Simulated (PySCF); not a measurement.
VOF3, SMILES [F][V]([F])(=[O])[F], multiplicity 1. Heavy atoms are numbered as in [V:1](=[O:2])([F:3])([F:4])[F:5].

The structure is a stationary point at ωB97X-D3(BJ)/def2-SVP. The multiplicity is an assumed one; other spin states were not compared. The isomer is the one that the SMILES or the coordinates give; other isomers of the formula were not compared.

All values below come from PBE/pcSseg-1 (PySCF).

GIAO shieldings, no solvent; atoms alike by connectivity are averaged. δ = σ(ref) − σ: ¹⁷O against H2O (σ = 334.3 ppm); ¹⁹F against CFCl3 (σ = 133.6 ppm), references at their B3LYP-D3(BJ)/def2-TZVP geometries, non-relativistic.

Computed chemical shifts:
```tsv
nucleus	atoms	count	δ (ppm)
¹⁷O	O2	1	1149.8
¹⁹F	F3	3	323.1
```
